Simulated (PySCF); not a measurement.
Compound: C7H12NP.
Numbering: `[N:1]#[C:2][CH2:3][CH2:4][P:5]1[CH2:6][CH2:7][CH2:8][CH2:9]1`

Structure used (GFN2-xTB), in Å, numbered top down from 1:
```
atom  x, y, z in Å
N1     4.489   -1.191    0.323
C2     3.639   -0.428    0.276
C3     2.539    0.498    0.204
C4     1.321   -0.171   -0.441
P5    -0.106    1.036   -0.535
C6    -1.413   -0.159   -1.128
C7    -1.985   -0.862    0.099
C8    -2.075    0.200    1.188
C9    -0.719    0.902    1.234
H10    2.302    0.839    1.217
H11    2.846    1.368   -0.384
H12    1.037   -1.068    0.117
H13    1.569   -0.467   -1.464
H14   -2.192    0.429   -1.621
H15   -0.998   -0.848   -1.864
H16   -2.961   -1.299   -0.117
H17   -1.320   -1.666    0.423
H18   -2.326   -0.233    2.158
H19   -2.854    0.920    0.925
H20   -0.004    0.323    1.824
H21   -0.797    1.895    1.679
```

Definitions: NICS(0) = −σiso at the ring centroid; NICS(1) = −σiso and NICS(1)zz = −σzz at ±1 Å along the ring normal z. Level: GIAO PBE0/pcSseg-1 (PySCF, non-relativistic, gas phase) on the GFN2-xTB geometry, one conformer.

Ring bond lengths (Å), with Mayer bond orders in brackets: P5–C6 1.867 (0.98), C6–C7 1.526 (1.01), C7–C8 1.524 (1.02), C8–C9 1.528 (1.02), C9–P5 1.877 (0.96).

**Question.** Give the NICS values of each ring in ppm.

**Answer.** 
```tsv
ring	type	NICS(0)	NICS(1), two faces	NICS(1)zz, two faces	rms pucker (Å)	centre to ring atoms, mean (Å)
P5–C6–C7–C8–C9	5-membered ring with P; formal bonds all single	-6.1	-4.8 / -4.0	-6.1 / -3.7	0.20	1.38
```

**Question.** What do they say, and how far can they be read as aromaticity?

**Answer.** 
- P5–C6–C7–C8–C9: mean NICS(1)zz -4.9 ppm, shielded. C6, C7, C8, C9 have four or more neighbours, so the value isn't read as a sign of a π ring current.

**Question.** List the ring angles and the Hirshfeld charges of the ring atoms.

**Answer.** 
- P5–C6–C7–C8–C9: P5 91.4° (+0.143 e), C6 107.6° (-0.113 e), C7 106.0° (-0.070 e), C8 106.8° (-0.068 e), C9 107.1° (-0.115 e); sum 518.9° against 540° for a flat convex ring.

**Question.** How shielded are the nuclei of the rings and their hydrogens (means over atoms taken as equivalent)?

**Answer.** 
```tsv
atoms	environment	σ isotropic (ppm)	principal values of the symmetric part, first atom (ppm)
P5	phosphine phosphorus	357.2	296.4, 374.8, 400.3
C6 (×2)	sp3 carbon bound to phosphorus	155.4	133.8, 162.3, 170.4
C7 (×2)	ring CH2 carbon	154.6	130.9, 164.6, 172.1
H14 (×4)	methylene hydrogen	30.08	24.2, 27.7, 38.3
H16 (×4)	methylene hydrogen	29.89	24.1, 26.9, 37.8
```
